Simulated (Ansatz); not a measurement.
System: MgI, charge 0, multiplicity 2. 
Coordinates optimised at B3LYP-D3(BJ)/def2-TZVP (Ansatz, a program for electronic structure):
SMILES: [Mg][I]
```xyz
2

Mg     0.0000     0.0000    -2.1254
I      0.0000     0.0000     0.4812
```
Charge 0, spin multiplicity 2.

Basis-set convergence of Hartree-Fock and CCSD correlation energies (hartree) with Ansatz. Correlated levels leave the core frozen unless marked. Open shells are spin-unrestricted. No spin-orbit coupling. The frozen core is the preceding noble-gas configuration, with the filled d and f shells of earlier blocks. In def2 rows, elements after Kr have scalar-relativistic effective core potentials.

```csv
basis,functions,E(HF),"E(corr, CCSD)"
def2-SVPD,56,-496.25732,-0.12541
def2-TZVPPD,94,-496.33700,-0.16675
def2-QZVPPD,154,-496.34638,-0.18830
```

Extrapolating the two largest sets (X = 3 and 4) as X^-3: E(corr) = (64·(-0.18830) - 27·(-0.16675))/37 = -0.2040 Eh, an estimate of the basis-set limit. The largest set recovers 92.3 % of it, the smallest 61.5 %.
